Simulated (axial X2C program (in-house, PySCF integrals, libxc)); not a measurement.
**Levels of LiK⁺ by electron attachment to LiK²⁺ (EOM-EA-CCSD)**

Calculated with an in-house all-electron X2C program for linear molecules (integrals from PySCF): two-component X2C with atomic mean-field Coulomb and Gaunt terms, Gaussian nuclei, basis K dyall-acv3z, Li dyall-acv3z with contracted cores.

R = 3.553 Å (0.920 times 3.862 Å, the PBE0 minimum at charge 1 for the lowest determinant).

Levels of LiK⁺ obtained by attaching an electron to LiK²⁺:

```csv
Ω,binding energy (eV),above lowest (cm⁻¹),attached spinor,one-particle weight
1/2,9.907,0,"45% Li sσ, 21% K sσ, 15% K pσ",0.99
1/2,7.433,19958,"67% Li pπ, 17% K pπ, 12% K dπ",1.00
3/2,7.431,19973,"67% Li pπ, 17% K pπ, 12% K dπ",1.00
1/2,7.429,19992,"43% Li pσ, 23% Li sσ, 20% K sσ",1.00
1/2,6.456,27836,"34% K sσ, 29% Li pσ, 17% K pσ",1.00
1/2,5.411,36264,"68% K pπ, 21% Li pπ, 9% Li dπ",1.00
3/2,5.406,36310,"68% K pπ, 20% Li pπ, 9% Li dπ",1.00
```

This point took 4.3 s on 1 thread of Arm Neoverse V2, with other jobs on the host.

Reference electrons by ω block (each with its −ω partner): 1/2: 8, 3/2: 2. 8 electrons of LiK²⁺ correlated (inner shells frozen), 92 natural virtual spinors (a truncated set); levels can be off by some tenths of an eV. Roots sought by Ω: (1/2: 5, 3/2: 4, 5/2: 2, 7/2: 1); rows need 60 % one-particle weight and stop where some Ω has no more roots. Missing are any skipped roots, higher Ω and states of a further excitation; these come out far too high here and may in truth be low or lowest. T1 of the reference 0.002 (Lee–Taylor). The reference was not checked to be the lowest state of its species. Number of frozen shells: K 2 s, 1 p; Li 1 s.
